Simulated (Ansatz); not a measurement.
Geometry optimisation, RKS PBE-D4/def2-SVP (Ansatz 0.2.0).

The input (input.yaml):

```yaml
crystal:
  periodic: [false, false, false]
  atoms:
    - { symbol: H, position_ang: [0.0579, -0.1624, -3.0768] }
    - { symbol: H, position_ang: [-0.2199, 0.2231, -2.456] }
    - { symbol: Ge, position_ang: [0.033, -0.0123, 1.1029] }
    - { symbol: H, position_ang: [0.6696, 0.9741, 2.009] }
    - { symbol: H, position_ang: [0.838, -0.14, -0.1334] }
    - { symbol: H, position_ang: [-1.3379, 0.4439, 0.769] }
    - { symbol: H, position_ang: [-0.0408, -1.3265, 1.7854] }
basis:
  gaussian: { orbitals: def2-SVP }
hamiltonian:
  xc: pbe
  dispersion: d4
relax:
  f_tol: 0.02
  max_steps: 40
scf:
  lower_state_search: "off"
output:
  orbitals: {}
```

Run as:

```bash
$ ansatz run input.yaml --threads 1 --pin off --max-ram 2048MiB --backend cpu --events-out ev --progress --plain --runs-dir out
```

Task: Where does it end, and by what steps?

Result: The forces met the threshold. After 2 steps the energy has fallen by 0.160 eV; H1 moved furthest, 0.16 Å.

```
step  energy less start (eV)  largest force component (eV/Å)  accepted
   0                  0.0000                           1.130       yes
   1                 -0.1516                           0.241       yes
   2                 -0.1604                           0.009       yes
```

```xyz
7
Properties=species:S:1:pos:R:3
H 0.039 -0.153 -3.239
H -0.222 0.216 -2.618
Ge 0.037 -0.013 1.171
H 0.695 1.018 2.120
H 0.884 -0.145 -0.117
H -1.389 0.463 0.803
H -0.045 -1.386 1.879
```

Whether the end is a true minimum wasn't checked by a vibrational analysis.

Run time: 2.2 s on 1 thread of Arm Neoverse V1, on a shared host, peak memory 0.086 GiB.
